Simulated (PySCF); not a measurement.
CH5AlFN.

```xyz
9

Al     0.4451     0.6533     0.0000
F     -0.4180     2.0806     0.0000
H      2.0189     0.6726     0.0000
N     -0.4766    -0.8560     0.0000
C      0.0351    -2.2143     0.0000
H     -1.4943    -0.8311     0.0000
H     -0.2805    -2.7889    -0.8913
H     -0.2805    -2.7889     0.8913
H      1.1373    -2.2048     0.0000
```

Geometry: r2SCAN-D4/def2-SVP. Other conformers were not sampled.

Level of theory: PySCF with B3LYP/pcSseg-1. Non-relativistic, no solvent.

Computed absolute GIAO shielding of each atom: isotropic value and principal components (ppm):
```tsv
atom	σ(iso)	σ11	σ22	σ33	span
Al1	417.9	372.9	394.3	486.4	113.5
F2	343.0	258.3	340.8	429.7	171.4
H3	27.2	24.0	25.1	32.3	8.3
N4	211.1	158.6	216.1	258.7	100.1
C5	148.3	121.0	145.6	178.3	57.2
H6	30.2	22.7	29.3	38.6	16.0
H7	28.6	23.5	26.7	35.5	12.0
H8	28.6	23.5	26.7	35.5	12.0
H9	28.6	24.9	27.4	33.6	8.7
```
